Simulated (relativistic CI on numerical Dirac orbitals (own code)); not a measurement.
## Dy XLII: sensitivity of the levels to the model

Base calculation: Dirac-Coulomb-Breit CI, KLI orbitals optimised for each configuration, QED by a radiative potential, unscaled Slater integrals.

CI space (outside the closed core [Ne]): 3s²3p⁶3d⁷, 3s²3p⁵3d⁸, 3s²3p⁴3d⁹, 3s3p⁶3d⁸, 3p⁶3d⁹, 3s3p⁵3d⁹, 3s²3p⁶3d⁶4s, 3s²3p⁶3d⁶4p, 3s²3p⁴3d⁸4s, 3s²3p⁶3d⁶4d, 3s²3p⁴3d⁸4p, 3s²3p⁵3d⁷4s, 3s²3p⁶3d⁶4f, 3s²3p⁵3d⁷4p, 3s²3p⁶3d⁵4s², 3s3p⁶3d⁷4s. Levels of other configurations are missing.

Variants: (1) one mean potential for all configurations. Shifts of the energy above 3s²3p⁶3d⁷ ⁴F9/2, in eV, for the lowest level and the first level of each name with at least 55 % of one term (blank where a level changes its place among those of its configuration and J or its character, or is not in the variant):

| Level | Base | Δ(1) |
| --- | --- | --- |
| 3s²3p⁶3d⁷ ⁴F9/2 | 0.000 | 0.000 |
| 3s²3p⁶3d⁷ ⁴F7/2 | 36.380 | +0.012 |
| 3s²3p⁶3d⁷ ⁴P5/2 | 46.456 | +0.010 |
| 3s²3p⁶3d⁷ ²H11/2 | 50.458 | +0.008 |
| 3s²3p⁶3d⁷ ²F5/2 | 60.463 | +0.004 |
| 3s²3p⁶3d⁷ ²D3/2 | 74.637 | +0.004 |
| 3s²3p⁶3d⁷ ⁴F5/2 | 79.729 | +0.022 |
| 3s²3p⁵3d⁸ ⁴G°11/2 | 327.639 | -0.097 |
| 3s²3p⁵3d⁸ ²D°5/2 | 338.080 | -0.095 |
| 3s²3p⁵3d⁸ ²F°7/2 | 338.860 | -0.096 |
| 3s²3p⁵3d⁸ ⁴F°9/2 | 345.416 | -0.092 |
| 3s²3p⁵3d⁸ ⁴G°9/2 | 372.407 | -0.095 |
| 3s²3p⁵3d⁸ ²H°11/2 | 392.765 | -0.095 |
| 3s²3p⁵3d⁸ ²G°7/2 | 394.306 | -0.092 |

At this charge energies of transitions that change n are usually good to better than 1 %, and those within a shell (Δn = 0) to a few per cent.

Ionisation energy from the two ground configurations alone: base 3216.88 eV. The NIST ASD value (theoretical) is 3217 eV.

LS names give the leading component of a level, which can be under half, so a name can repeat, a term be missing and a line seem to break the LS rules.
